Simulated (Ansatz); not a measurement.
The same group exchange along the group O, S, Se, Te.

Gas-phase electronic energies from Ansatz, PBE0-D4/def2-TZVP geometries. CBS: MP2 limit from def2 TZ/QZ plus the TZ coupled-cluster correction, frozen cores. This one scheme is used for every species. DFT in def2-TZVPP. def2 core potentials past Kr. For Ga, Se, Te outer-core shells are correlated without core-valence functions, which leaves a few kJ/mol of doubt a bond. Scalar relativity is left out up to krypton. One conformer a species, not always the lowest.

```
                                     reaction  ωB97X-V (kcal/mol)
     `OBCl` + `[GaH3]` → `Cl[BH][GaH2]` + H₂O                39.1
     `SBCl` + `[GaH3]` → `Cl[BH][GaH2]` + H₂S                23.6
`ClB[SeH]` + `[GaH3]` → `Cl[BH][GaH2]` + H₂Se                21.3
`ClB[TeH]` + `[GaH3]` → `Cl[BH][GaH2]` + H₂Te                17.2
```

Give the CCSD(T)/CBS values in the same order. (Estimate.)

Computed: 36.1, 22.2, 21.1, 17.9 kcal/mol.

Largest T1 diagnostic: 0.014, for `Cl[BH][GaH2]`.
